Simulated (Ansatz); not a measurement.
Mulliken charges of `[OH][GeH2][SiH](O)Cl` from ωB97M-V/def2-TZVPP in Ansatz (PBE0-D4/def2-TZVP geometry).

| atom | x (Å) | y (Å) | z (Å) | charge (e) |
| --- | --- | --- | --- | --- |
| O1 | -0.566 | 0.577 | -1.560 | -0.460 |
| Ge2 | 0.558 | -0.641 | -0.841 | 0.198 |
| Si3 | -0.012 | -0.086 | 1.409 | 0.477 |
| O4 | -1.347 | 0.836 | 1.227 | -0.372 |
| Cl5 | 1.548 | 0.958 | 2.254 | -0.213 |
| H6 | -0.491 | 0.684 | -2.510 | 0.164 |
| H7 | 1.997 | -0.327 | -1.295 | 0.015 |
| H8 | 0.164 | -2.044 | -1.350 | 0.005 |
| H9 | -0.313 | -1.196 | 2.336 | -0.025 |
| H10 | -1.454 | 1.187 | 0.333 | 0.212 |

**Question.** By hand: the dipole of these point charges (1 e Å = 4.8032 D).

**Answer.** Σ q r = (0.186, -0.570, -0.139) e Å, of length 0.615 e Å = 2.95 D.

**Question.** How does the dipole of the full density compare? (An estimate is asked.)

**Answer.** Computed: (0.084, -0.248, -0.523) e Å, 2.81 D; the point charges give 1.05 times that, at 50° from its direction.

Point charges leave out the atoms' own dipoles, such as those of lone pairs, and Mulliken's split depends on the basis, so the two needn't agree.
